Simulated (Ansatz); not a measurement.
Cost and result for the atomization energy of C3H8F2OSi (`CCO[Si](C)(F)F`) (15 atoms, 14 bonds).

Z-matrix (Å, degrees):
```
C
C 1 1.510
H 1 1.093 2 110.0
H 1 1.092 2 110.5 3 119.7
H 1 1.092 2 111.1 3 -120.0
O 2 1.422 1 111.4 3 -177.1
H 2 1.096 1 110.8 3 60.1
H 2 1.093 1 110.6 3 -58.9
Si 6 1.612 2 127.3 1 -90.7
C 9 1.832 6 110.4 2 -175.2
F 9 1.592 6 109.6 2 -52.3
F 9 1.592 6 110.5 2 62.0
H 10 1.092 9 110.6 6 -179.4
H 10 1.092 9 110.4 6 -59.4
H 10 1.092 9 110.5 6 60.5
```

Total charge 0; spin multiplicity 1. Geometry: relaxed with PBE0-D4/def2-TZVP. It is one conformer, not always the lowest. Program: Ansatz. All runs use 2 threads of an AMD EPYC 7R13 on a shared host and a share of an NVIDIA H100 80 GB. Times are those of one run each, without the atoms' runs, and a repeat can differ threefold. Electronic energies, without spin–orbit coupling; frozen cores. CCSD(T)/CBS adds CCSD(T) − MP2 in def2-TZVPP to the MP2 limit, and its time is that of the two runs behind it. T1 = 0.011. B3LYP takes the VWN-RPA correlation (the form of Gaussian; ORCA's B3LYP/G).

CCSD(T)/CBS is a level of theory with its own doubt, some kJ/mol a heavy atom from the limit and from the frozen cores, so smaller differences don't rank the functionals.

```
                             level  functions  wall time  atomization (kJ/mol)  difference from CCSD(T)/CBS  per bond
   PBE-D4/def2-TZVPP (with forces)        340      2.2 s                6267.4                         68.6       4.9
                PBE0-D4/def2-TZVPP        340      2.4 s                6168.8                        -30.0      -2.1
                ωB97X-V/def2-TZVPP        340      2.5 s                6191.9                         -6.9      -0.5
 B3LYP-D4/def2-TZVPP (with forces)        340      2.6 s                6166.5                        -32.3      -2.3
                 B2PLYP/def2-TZVPP        340      2.6 s                6123.2                        -75.6      -5.4
r2SCAN-D4/def2-TZVPP (with forces)        340      3.2 s                6197.2                         -1.6      -0.1
  ωB97M-V/def2-TZVPP (with forces)        340      3.5 s                6198.0                         -0.8      -0.1
                    MP2/def2-QZVPP        652      3.8 s                6262.7                         63.9       4.6
                CCSD(T)/def2-TZVPP        340        8 s                6045.2                       -153.6     -11.0
                 CCSD(T)/CBS(def2)          –       12 s                6198.8                          0.0       0.0
```

From PBE to PBE0 (25 % exact exchange), in def2-TZVPP and without D4, the atomization energy moves by −93.8 kJ/mol: exact exchange takes away binding that semilocal exchange gives to molecules. The D4 term adds +49.4 kJ/mol with B3LYP and +26.3 kJ/mol with PBE0; it sums over pairs of atoms, weighted by their polarisabilities, and B3LYP, whose exchange is more repulsive, gets the larger term. In def2-TZVPP, CCSD(T) changes the Hartree–Fock value by +1396.5 kJ/mol (the triples alone add +77.4 kJ/mol) and MP2 by +1521.5 kJ/mol; breaking electron pairs costs correlation energy, which Hartree–Fock lacks.
